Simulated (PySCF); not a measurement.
## Trend along the chalcogens: MPb molecules

r²SCAN with triple-zeta basis sets in PySCF, for the lowest determinant that a PBE0 search found; no spin–orbit coupling. De refers to high-spin ground-configuration atoms. A positive dipole means M(−)Pb(+).

```json
{"M": "O", "basis": "x2c-TZVPPall", "state (unpaired electrons)": "singlet (closed shell)", "Re (Å)": "1.911", "ωe (cm⁻¹)": "774", "De (eV)": "5.06", "μ (D)": "4.41"}
{"M": "S", "basis": "def2-TZVPP", "state (unpaired electrons)": "singlet (closed shell)", "Re (Å)": "2.293", "ωe (cm⁻¹)": "444", "De (eV)": "4.73", "μ (D)": "4.02"}
{"M": "Se", "basis": "def2-TZVPP", "state (unpaired electrons)": "singlet (closed shell)", "Re (Å)": "2.412", "ωe (cm⁻¹)": "288", "De (eV)": "4.42", "μ (D)": "3.81"}
```

The shortest bond is that of PbO (1.911 Å), the longest that of PbSe (2.412 Å).

The rows differ in basis set, which adds steps of its own.

Relativity is treated differently too: O spin-free X2C; S scalar-relativistic core potentials; Se scalar-relativistic core potentials.

Down a group bonds as a rule get longer and wavenumbers fall, partly through the reduced mass; this series shows no clear exception.

These are scalar-relativistic numbers at best; spin–orbit coupling would shift them, the dissociation energy most.
